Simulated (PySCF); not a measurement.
**Cl⁺ (chlorine, charge +1): UHF calculation**

Configuration: [Ne] 3s2 3p4, high-spin 3P determinant. Calculation: PySCF 2.14, in Sapporo-DZP-2012; scalar relativity by spin-free X2C-1e.

```
Total energy                                                  : -460.253025 hartree
One-electron energy                                           : -628.7621 hartree
Hartree (Coulomb) energy                                      : 195.7976 hartree
Exchange energy                                               : -27.2885 hartree
⟨S²⟩                                                          : 2.0090
⟨L²⟩                                                          : 2.028
Sum of ⟨r⟩                                                    : 13.33 bohr
Sum of ⟨r²⟩                                                   : 20.66 bohr²
Traceless quadrupole moment −½Σ⟨3z² − r²⟩ along its main axis : -1.53 e·bohr²
Langevin diamagnetic susceptibility                           : -16.4 ×10⁻⁶ cm³/mol
Time after the integrals                                      : 0.12 s of wall time on 1 thread of Neoverse-N1 (shared host)
```

```
shell  electrons  mean orbital energy (hartree)  spread (hartree)  rms radius, mean of both spins (bohr)
 1s α          1                     -105.73044                 0                                  0.106
 1s β          1                     -105.70333                 0                                  0.106
 2s α          1                      -11.15228                 0                                  0.479
 2s β          1                      -11.12816                 0                                  0.479
 2p α          3                       -8.57326           0.02833                                  0.451
 2p β          3                       -8.52772           0.02006                                  0.451
 3s α          1                       -1.60694                 0                                   1.62
 3s β          1                       -1.35089                 0                                   1.62
 3p α          3                       -0.96834           0.08224                                   1.85
 3p β          1                       -0.86399                 0                                   1.85
```

Densities and radii are taken from the X2C orbitals without a picture-change correction, which distorts them close to the nucleus.
